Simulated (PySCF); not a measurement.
Cl$_{4}$Hf, triplet, geometry from GFN2-xTB (such geometries of metal compounds can be far from the true shape) (the multiplicity is a formal guess) (core potentials on Hf); B3LYP/def2-SV(P) in PySCF.

Input for PySCF:
```python
from pyscf import gto, scf, dft

mol = gto.M(
    atom='''
Hf   -0.00000000    0.00000000   -0.00000000
Cl    2.04875887    0.84378966   -0.62467432
Cl    0.97436145   -0.75425475    1.94456459
Cl   -0.97436145    0.75425475   -1.94456459
Cl   -2.04875887   -0.84378966    0.62467432
''',
    basis='def2-sv(p)',
    ecp={'Hf': 'def2-sv(p)'},
    spin=2,
    verbose=4,
)

mf = dft.UKS(mol)
mf.xc = 'b3lyp'
mf.kernel()
```

It wrote (shortened):

```
PySCF version 2.14.0

[INPUT] verbose = 4
[INPUT] num. atoms = 5
[INPUT] num. electrons = 80
[INPUT] charge = 0
[INPUT] spin (= nelec alpha-beta = 2S) = 2
[INPUT] symmetry False subgroup None
[INPUT] Mole.unit = angstrom
[INPUT] Symbol           X                Y                Z      unit          X                Y                Z       unit  Magmom
[INPUT]  1 Hf     0.000000000000   0.000000000000   0.000000000000 AA    0.000000000000   0.000000000000   0.000000000000 Bohr   0.0
[INPUT]  2 Cl     2.048758870000   0.843789660000  -0.624674320000 AA    3.871593159573   1.594531364140  -1.180463381849 Bohr   0.0
[INPUT]  3 Cl     0.974361450000  -0.754254750000   1.944564590000 AA    1.841276286834  -1.425334905652   3.674694506627 Bohr   0.0
[INPUT]  4 Cl    -0.974361450000   0.754254750000  -1.944564590000 AA   -1.841276286834   1.425334905652  -3.674694506627 Bohr   0.0
[INPUT]  5 Cl    -2.048758870000  -0.843789660000   0.624674320000 AA   -3.871593159573  -1.594531364140   1.180463381849 Bohr   0.0

nuclear repulsion = 441.955218883029
number of shells = 43
number of NR pGTOs = 194
number of NR cGTOs = 97
basis = def2-sv(p)
ecp = {'Hf': 'def2-sv(p)'}

******** <class 'pyscf.dft.uks.UKS'> ********
method = UKS
initial guess = minao
damping factor = 0
level_shift factor = 0
DIIS = <class 'pyscf.scf.diis.CDIIS'>
diis_start_cycle = 1
diis_space = 8
diis_damp = 0
SCF conv_tol = 1e-09
SCF conv_tol_grad = None
SCF max_cycles = 50
direct_scf = True
direct_scf_tol = 1e-13
number electrons alpha = 41  beta = 39
XC library pyscf.dft.libxc version 7.1.2
    S. Lehtola, C. Steigemann, M. J. T. Oliveira, and M. A. L. Marques,  SoftwareX 7, 1–5 (2018)
XC functionals = b3lyp
    P. J. Stephens, F. J. Devlin, C. F. Chabalowski, and M. J. Frisch,  J. Phys. Chem. 98, 11623 (1994)
radial grids:
    Treutler-Ahlrichs [JCP 102, 346 (1995); DOI:10.1063/1.469408] (M4) radial grids

becke partition: Becke, JCP 88, 2547 (1988); DOI:10.1063/1.454033
pruning grids: <function nwchem_prune>
grids dens level: 3
symmetrized grids: False
atomic radii adjust function: <function treutler_atomic_radii_adjust>
small_rho_cutoff = 0
Set gradient conv threshold to 3.16228e-05
tot grids = 99312
init E= -1876.16736866049

cycle= 1 E= -1888.2226690205  delta_E= -12.1  |g|= 0.594  |ddm|= 5.36

cycle= 2 E= -1888.06699296456  delta_E= 0.156  |g|= 0.733  |ddm|= 2.07

cycle= 3 E= -1888.4313096628  delta_E= -0.364  |g|= 0.0722  |ddm|= 1.48

cycle= 4 E= -1888.43398246252  delta_E= -0.00267  |g|= 0.0204  |ddm|= 0.124

cycle= 5 E= -1888.43418842363  delta_E= -0.000206  |g|= 0.00351  |ddm|= 0.0395

cycle= 6 E= -1888.43419590966  delta_E= -7.49e-06  |g|= 0.000551  |ddm|= 0.00665

cycle= 7 E= -1888.43419632374  delta_E= -4.14e-07  |g|= 7.22e-05  |ddm|= 0.00319

cycle= 8 E= -1888.4341963287  delta_E= -4.96e-09  |g|= 2.21e-05  |ddm|= 0.00018

cycle= 9 E= -1888.43419632924  delta_E= -5.37e-10  |g|= 5.36e-06  |ddm|= 5.3e-05

Extra cycle  E= -1888.43419632936  delta_E= -1.2e-10  |g|= 4.37e-06  |ddm|= 3.69e-05
converged SCF energy = -1888.43419632936  <S^2> = 2.0035835  2S+1 = 3.0023881
```
